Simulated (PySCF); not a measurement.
# Electron correlation in I⁴³⁺ (iodine, charge +43)

Starting occupation: [Ne]. Computed with PySCF 2.14 in an uncontracted even-tempered set (17 s from 5.3 bohr⁻², ratio 2.6; 13 p from 6.9 bohr⁻², ratio 2.6; 6 d from 7 bohr⁻², ratio 2.8; 3 f from 160 bohr⁻², ratio 2.8), with X2C-1e with screened-nucleus spin-orbit coupling, Gaussian nucleus. Frozen: 1s2; 8 electrons correlated; the 48 highest virtual spinors left out.

MP2 pair energies summed by pair of shells (mhartree):

| pair | energy | share (%) |
| --- | --- | --- |
| 2p1/2-2p3/2 | -101.89 | 33.3 |
| 2p3/2-2p3/2 | -96.35 | 31.5 |
| 2p3/2-2s1/2 | -47.12 | 15.4 |
| 2p1/2-2s1/2 | -24.32 | 8.0 |
| 2p1/2-2p1/2 | -23.48 | 7.7 |
| 2s1/2-2s1/2 | -12.37 | 4.0 |

Total MP2 correlation energy: -305.53 mhartree.

The virtual space was cut to 44 spinors, which keep -235.66 of the -305.53 mhartree of MP2 correlation.

| level | correlation energy (mhartree) |
| --- | --- |
| CCSD | -236.68 |
| (T) | -0.02 |
| CCSD(T) | -236.70 |

Diagnostics: T1 = 4.0e-05, largest double amplitude 0.003.

**Question.** Is a single reference adequate?

**Answer.** Yes: T1 lies below 0.03 and no double amplitude reaches 0.07.

The coupled-cluster values are those of the cut space; adding the MP2 remainder, -69.87 mhartree, estimates the full space.

At this charge the one-electron X2C treatment keeps the bare 1/r₁₂, with no two-electron picture change or Breit term. The effect here is smaller than on the frozen 1s shell.
